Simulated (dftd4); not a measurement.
CHO3 (SMILES O=C([O-])O), charge -1, singlet, geometry from GFN2-xTB; D4 for bp86 in dftd4.

Here is a job for dftd4.
```
$ dftd4 mol.xyz --func bp86 --charge -1 --json dftd4.json --noedisp --property

# file mol.xyz
5

O      1.13393356    -0.59547373     0.06006873
C     -0.17204899     0.04624794    -0.01054587
O     -0.11749047     1.27346465     0.03311655
O     -1.10808714    -0.72896887    -0.10125746
H      1.76544629     0.13033604     0.12785263
```

It wrote (shortened):

```
                    ____  _____ _____     ____  _  _
      -------------|  _ \|  ___|_   _|---|  _ \| || |------------
     |             | | | | |_    | | ___ | | | | || |_           |
     |             | |_| |  _|   | ||___|| |_| |__   _|          |
     |             |____/|_|     |_|     |____/   |_|            |
     |             ===================================           |
     |            E. Caldeweyher, S. Ehlert & S. Grimme          |
     |          Mulliken Center for Theoretical Chemistry        |
     |                    University of Bonn                     |
      -----------------------------------------------------------

Rational (Becke-Johnson) damping: bp86-D4-ATM
---------------------
  s6         1.0000
  s8         3.3550
  s9         1.0000
  a1         0.4365
  a2         4.9241
 alp        16.0000
--------------------

Atomic data, radii in Ångström:
------------------------------------------------------
   Z          R(cov)      r4/r2   hardness         EN
------------------------------------------------------
   8 O        0.8400     1.3725     0.5869     3.4400
   6 C        1.0000     1.6431     0.4220     2.5500
   1 H        0.4267     1.0622     0.4726     2.2000
------------------------------------------------------

Atomic reference systems (in atomic units):
----------------------------------------------------------------------------
   Z        #      CN     q+Z       C6(AA)   #      CN     q+Z       C6(AA)
----------------------------------------------------------------------------
   8 O      1  0.0000  8.0000      15.5711   2  0.8042  7.6453      20.8489
            3  1.6112  7.4012      24.8631   4  0.9798  8.0000      14.9880
   6 C      1  0.0000  6.0000      49.3833   2  0.9189  5.8288      52.1688
            3  1.9079  5.8579      35.6972   4  2.8312  5.7775      35.8445
            5  3.7487  5.7435      28.6317   6  2.9183  5.8956      32.2504
            7  0.8556  6.2103      25.6194
   1 H      1  0.0000  1.0000       7.6362   2  0.8942  1.0000       3.0374
----------------------------------------------------------------------------

Atomic properties (in atomic units):
----------------------------------------------------------------------------
     #    Z              CN          q      C6(AA)        C8(AA)   alpha(0)
----------------------------------------------------------------------------
     1    8 O        1.6492    -0.5482     23.7742      479.7754     6.5954
     2    6 C        2.5550     0.4035     21.4097      619.2061     7.5393
     3    8 O        0.8558    -0.5505     24.8525      501.5369     6.6893
     4    8 O        0.8558    -0.5210     24.1774      487.9132     6.5978
     5    1 H        0.8049     0.2162      1.0383       12.5511     1.6005
----------------------------------------------------------------------------

Molecular properties (in atomic units):
----------------------------------------
 molecular C6                 414.5497
 molecular C8                8931.8977
----------------------------------------

Dispersion energy:      -3.4653197238177E-03 Eh

[Info] JSON dump of results written to 'dftd4.json'
```
